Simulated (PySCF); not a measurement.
C5H12S2Si.
Numbering: `[CH3:1][S:2][C@@H:3]1[CH2:4][CH2:5][Si@@H:6]1[S:7][CH3:8]`

Cartesian coordinates in Å at the GFN2-xTB level; atoms count from 1:
```
atom  x, y, z in Å
C1    -2.3273    1.6142    1.0318
S2    -0.5584    1.2348    0.8993
C3    -0.5819    0.1647   -0.5718
C4    -1.2459   -1.2108   -0.3867
C5    -0.2013   -2.1073   -1.0807
Si6    1.0559   -0.6766   -1.1339
S7     2.6249   -0.8957    0.2996
C8     3.1000    0.8508    0.5065
H9    -2.6675    2.0697    0.1055
H10   -2.8818    0.7030    1.2377
H11   -2.4374    2.3129    1.8548
H12   -1.0534    0.7479   -1.3636
H13   -2.2393   -1.2742   -0.8306
H14   -1.3221   -1.4568    0.6719
H15    0.0643   -2.9931   -0.5109
H16   -0.5289   -2.4309   -2.0651
H17    1.5994   -0.1710   -2.3940
H18    3.9023    0.8692    1.2357
H19    3.4472    1.2488   -0.4411
H20    2.2459    1.4111    0.8715
```

Definitions: NICS(0) = −σiso at the ring centroid; NICS(1) = −σiso and NICS(1)zz = −σzz at ±1 Å along the ring normal z. Level: GIAO PBE0/pcSseg-1 (PySCF, non-relativistic, gas phase) on the GFN2-xTB geometry, one conformer.

Ring bond lengths (Å), with Mayer bond orders in brackets: C3–C4 1.538 (0.94), C4–C5 1.542 (1.01), C5–Si6 1.905 (0.94), Si6–C3 1.925 (0.81).

Question: What do the NICS probes read (ppm)?

Answer: 
```
        ring                                              type  NICS(0)  NICS(1), two faces  NICS(1)zz, two faces  rms pucker (Å)  centre to ring atoms, mean (Å)
C3–C4–C5–Si6  4-membered ring with Si; formal bonds all single      0.6         -0.1 / -1.4             6.8 / 3.0            0.08                            1.22
```

Question: What do they say, and how far can they be read as aromaticity?

Answer: 
- C3–C4–C5–Si6: mean NICS(1)zz 4.9 ppm, deshielded. C3, C4, C5, Si6 have four or more neighbours, and the NICS criterion for π rings isn't applied. The two faces differ by 3.8 ppm, so no symmetry operation interchanges them.

Question: What field does 9.4 T along the ring normal induce along that normal at the second NICS(1) probe listed for ring C3–C4–C5–Si6, 1 Å off the ring?

Answer: NICSzz × B0 = 3.0 ppm × 9.4 T = 28 μT, along the applied field.

Question: How shielded are the nuclei of the rings and their hydrogens (means over atoms taken as equivalent)?

Answer: 
| atoms | environment | σ isotropic (ppm) | principal values of the symmetric part, first atom (ppm) |
| --- | --- | --- | --- |
| C3 | sp3 carbon bound to sulfur | 143.5 | 122.6, 150.3, 157.5 |
| C4 | four-membered-ring carbon | 153.9 | 127.4, 153.9, 180.3 |
| C5 | sp3 carbon bound to silicon | 174.2 | 155.4, 175.3, 191.9 |
| Si6 | SiH silicon | 336.9 | 290.3, 331.6, 388.9 |
| H12 | methine hydrogen | 29.00 | 24.8, 29.6, 32.6 |
| H13 | methylene hydrogen | 28.94 | 23.9, 28.4, 34.5 |
| H14 | methylene hydrogen | 29.38 | 25.5, 29.8, 32.9 |
| H15 | methylene hydrogen | 30.20 | 26.4, 27.1, 37.1 |
| H16 | methylene hydrogen | 30.13 | 25.9, 27.7, 36.8 |
| H17 | Si–H hydrogen | 26.01 | 21.6, 24.9, 31.5 |
